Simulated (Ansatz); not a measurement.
Reaction (atomization): `[F][SnH][SeH]`• → F• + 2 H• + Se• + Sn•

Computed with Ansatz on PBE0-D4/def2-TZVP structures; ΔE is electronic, products minus reactants. CCSD(T)/CBS adds triple-zeta CCSD(T) − MP2 to the extrapolated MP2 energy (def2 sets, frozen cores). This one scheme is used for every species, atoms too. DFT in def2-TZVPP. B3LYP here is the variant with VWN-RPA as its local correlation; programs differ in this. Open shells (•) are unrestricted, without spin–orbit coupling. Spin–orbit coupling would lower the free atoms: a little for F; clearly for Se; strongly for Sn. def2 core potentials past Kr. Bonds to Se, Sn are less sure, by a few kJ/mol each and by 10 to 20 or more in all where they break to atoms, as the def2 sets lack core-valence functions. Scalar relativity is left out up to krypton. One conformer a species, not always the lowest.

`[F][SnH][SeH]`•:

Z-matrix (Å, degrees):
```
Sn
F 1 1.934
Se 1 2.544 2 104.8
H 1 1.740 2 104.2 3 114.3
H 3 1.469 1 90.1 2 -40.1
```

| level | ΔE (kJ/mol) | difference from CCSD(T)/CBS |
| --- | --- | --- |
| PBE0-D4 | 1219.1 | -32.7 |
| B3LYP-D4 | 1231.9 | -19.9 |
| r2SCAN0-D4 | 1207.3 | -44.5 |
| BHLYP-D4 | 1173.2 | -78.6 |
| PBE0 | 1210.1 | -41.7 |
| MP2/def2-SVP | 1123.7 | -128.1 |
| CCSD(T)/def2-SVP | 1103.7 | -148.1 |
| HF/def2-QZVPP | 805.7 | -446.1 |
| SCS-MP2/def2-QZVPP | 1223.7 | -28.1 |
| CCSD(T)/def2-QZVPP | 1233.6 | -18.2 |
| CCSD(T)/CBS | 1251.8 | 0 |

Largest T1 diagnostic among the species: 0.016.

The D4 term adds +17.6 kJ/mol with B3LYP and +9.0 kJ/mol with PBE0; it sums over pairs of atoms, weighted by their polarisabilities, and B3LYP, whose exchange is more repulsive, gets the larger term. In def2-TZVPP, CCSD(T) changes the Hartree–Fock value by +394.0 kJ/mol (the triples alone add +29.6 kJ/mol) and MP2 by +400.0 kJ/mol; breaking electron pairs costs correlation energy, which Hartree–Fock lacks. From PBE to PBE0 (25 % exact exchange), in def2-TZVPP and without D4, ΔE moves by −47.0 kJ/mol: exact exchange takes away binding that semilocal exchange gives to molecules.

For atomizations the MP2-based limit and the directly extrapolated one differ by several kJ/mol either way, and by 10 to 25 for some Ge, Se and Sn compounds, so smaller differences from it don't rank the levels.
